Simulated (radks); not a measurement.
Results of a calculation; reference values are marked as such.
Isoelectronic series with 20 electrons, all held in the configuration [Ar] 4s2, which need not be the ground one along the series. Code: a radial shooting solver on a logarithmic mesh with Libxc functionals. Model: Dirac Kohn-Sham, LDA (Slater exchange, Perdew-Wang correlation), spin-unpolarised, spherical densities, finite nucleus; Fermi nuclear charge, rms radius of each element as measured or else 0.836 A^(1/3) + 0.57 fm. Total energies (hartree) and orbital eigenvalues (hartree):

ion	E (hartree)	4s1/2	3p3/2	3p1/2
Ca	-678.69488	-0.14200	-1.02356	-1.03786
V3+	-944.18831	-1.22013	-3.38153	-3.41674
Fe6+	-1256.40398	-2.94993	-6.83955	-6.91170
Cu9+	-1615.63548	-5.28410	-11.33798	-11.46954
Ge12+	-2022.32452	-8.21211	-16.86115	-17.08222
Br15+	-2477.01192	-11.73243	-23.40373	-23.75337
Sr18+	-2980.32533	-15.84750	-30.96466	-31.49222
Nb21+	-3532.97882	-20.56207	-39.54505	-40.31174
Ru24+	-4135.77664	-25.88256	-49.14743	-50.22794
Ag27+	-4789.62551	-31.81685	-59.77532	-61.25959
Sn30+	-5495.52764	-38.37412	-71.43306	-73.42831
I33+	-6254.60486	-45.56489	-84.12566	-86.75857
Ba36+	-7068.1023	-53.40106	-97.85878	-101.2780
Pr39+	-7937.4071	-61.89599	-112.6387	-117.0174
Sm42+	-8864.0194	-71.06447	-128.4722	-134.0117
Tb45+	-9849.7240	-80.92350	-145.3666	-152.2993
Er48+	-10896.2934	-91.49102	-163.3301	-171.9239
Lu51+	-12005.9228	-102.7881	-182.3709	-192.9338
